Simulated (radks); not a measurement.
Spherical quantum dot in the effective-mass picture: electrons in a well V = -V0 / (1 + exp((r - R)/a)) with V0 = 3.56, R = 6.48, a = 0.65, all in effective atomic units (hartree* = m*/eps^2 hartree, bohr* = eps/m* bohr), one dielectric constant everywhere. Method: non-relativistic Kohn-Sham, LDA (Slater exchange, Perdew-Wang correlation), spin-polarised, spherical densities; computed with a radial shooting solver with Libxc functionals. Levels are named by radial order and angular momentum (1s, 1p, 1d, 2s, ...), and open shells are averaged over m. Results are scaled to m* = 0.04 and eps = 16.8, for which hartree* = 3.856 meV and bohr* = 22.23 nm.

N = 10, configuration 1s2 1p6 1d(up 2, down 0). This is the lowest configuration that the search found. Occupied and some empty levels:

level,occupation,eigenvalue (meV),<r> (nm)
1s up,1,-5.0678,86.40
1s down,1,-4.9956,85.91
1p up,3,-4.7521,92.22
1p down,3,-4.6750,92.06
1d up,2,-4.2465,97.23
1d down,0,-4.1672,97.24
1f up,0,-3.5884,101.6
1f down,0,-3.5091,101.7
2s up,0,-3.4139,70.12
2s down,0,-3.3764,70.11
2p up,0,-2.6501,82.13
2p down,0,-2.6031,82.04

Energy (meV): total -86.6816, kinetic 8.5150, external -129.26, Hartree 42.350, exchange-correlation -8.2907.

Electron density:

r (nm),n(r) (e/nm^3)
3.78,2.150e-07
18.0,2.972e-07
32.3,5.049e-07
46.5,8.606e-07
60.8,1.332e-06
75.0,1.745e-06
89.3,1.785e-06
104,1.280e-06
118,5.663e-07
132,1.389e-07
146,1.851e-08
160,1.533e-09
175,9.731e-11
189,5.617e-12
